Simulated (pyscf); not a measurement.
**HN=SiH–F, singlet**

Gas-phase minimum from PySCF at ωB97X-D3(BJ)/def2-SVP, one conformer. HN=SiH–F lies 25.8 kcal/mol over its isomer H₂N–Si:–F [singlet] (electronic energy, ωB97M-D3(BJ)). 

SMILES: N=[SiH]F
```xyz
5

N      0.9072     0.9910     0.4173
Si     0.3140     0.0805    -0.7171
H      0.4795     1.3839     1.2472
F     -1.1712    -0.5268    -0.9275
H      1.1156    -0.3874    -1.8548
```

Bonded distances (Å): N1–Si2 1.571, N1–H3 1.013, Si2–F4 1.618, Si2–H5 1.468. Bond angles (°): Si2–N1–H3 131.1, N1–Si2–F4 131.1, N1–Si2–H5 122.5, F4–Si2–H5 106.3.

Properties at ωB97X-D3(BJ)/def2-SVP:

```yaml
harmonic_wavenumbers_unscaled: 323, 472, 546, 716, 859, 909, 1263, 2387, 3713 cm⁻¹
zero_point_energy: 16.0 kcal/mol
rotational_symmetry_number: 1
Entropy of this conformer at 298 K and 1 atm, rigid rotor and harmonic oscillator, modes under 100 cm⁻¹ raised to 100: 268.7 J/(mol K)
dipole_moment: 0.93 D
```

Single-point totals, which compare only within one level (frozen core for MP2 and CC):

| level | total energy (hartree) |
|---|---|
| ωB97X-D3(BJ)/def2-TZVP | -445.43780 |
| PBE/def2-TZVP | -445.09310 |
| r²SCAN/def2-TZVP | -445.30299 |
| B3LYP-D3(BJ)/def2-TZVP | -445.42861 |
| PBE0-D3(BJ)/def2-TZVP | -445.11747 |
| M06-2X/def2-TZVP | -445.32184 |
| ωB97M-D3(BJ)/def2-TZVP | -445.47433 |
| HF/def2-TZVPP | -444.09179 |
| MP2/def2-TZVPP | -444.66908 |
| CCSD/def2-TZVPP | -444.67928 |
| CCSD(T)/def2-TZVPP | -444.70212 |

The CCSD(T) − MP2 part came from Ansatz, without density fitting, on the same reference.
